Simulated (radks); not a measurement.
Ar2+, configuration [Ne] 3s2 3p4. All-electron calculation, scalar-relativistic Kohn-Sham, exchange-only r2SCAN, spin-polarised, spherical densities, finite nucleus; open shells are filled with parallel spins first; meta-GGA in the generalised Kohn-Sham scheme; Fermi nuclear charge, rms radius 3.4274 fm. Program: a radial shooting solver on a logarithmic mesh with Libxc functionals.

Normalised radial functions P(r) = r R(r), r in bohr:

r	2s down	3s up	3d down
0.01128	0.3952	0.1357	0.0000
0.01457	0.4784	0.1642	0.0001
0.01867	0.5650	0.1939	0.0001
0.02411	0.6537	0.2241	0.0002
0.03115	0.7293	0.2495	0.0005
0.04024	0.7726	0.2634	0.0010
0.05156	0.7590	0.2571	0.0020
0.0666	0.6570	0.2192	0.0039
0.08603	0.4361	0.1391	0.0076
0.1111	0.0813	0.0122	0.0144
0.1436	-0.3914	-0.1537	0.0266
0.184	-0.8975	-0.3230	0.0464
0.2376	-1.3538	-0.4536	0.0791
0.307	-1.6086	-0.4721	0.1287
0.3965	-1.5705	-0.3235	0.1988
0.5081	-1.2692	-0.0175	0.2860
0.6564	-0.8173	0.3977	0.3919
0.8479	-0.4041	0.7752	0.5047
1.095	-0.1482	0.9616	0.5982
1.415	-0.0386	0.8835	0.6498
1.813	-0.0067	0.6256	0.6377
2.342	-0.0006	0.3278	0.5542
3.025	0.0000	0.1210	0.4323
3.908	0.0000	0.0288	0.2998
5.008	0.0000	0.0043	0.1734
6.469	0.0000	0.0003	0.0752
8.356	0.0000	0.0000	0.0227

2s down: eigenvalue -331.82 eV, 1 radial node at r = 0.117 bohr, <r> = 0.412 bohr, 90 % of the charge inside 0.642 bohr. 3s up: eigenvalue -52.650 eV, 2 radial nodes at r = 0.113, 0.514 bohr, <r> = 1.33 bohr, 90 % of the charge inside 1.99 bohr. 3d down (empty): eigenvalue -10.943 eV, 0 radial nodes, <r> = 2.21 bohr, 90 % of the charge inside 3.77 bohr.
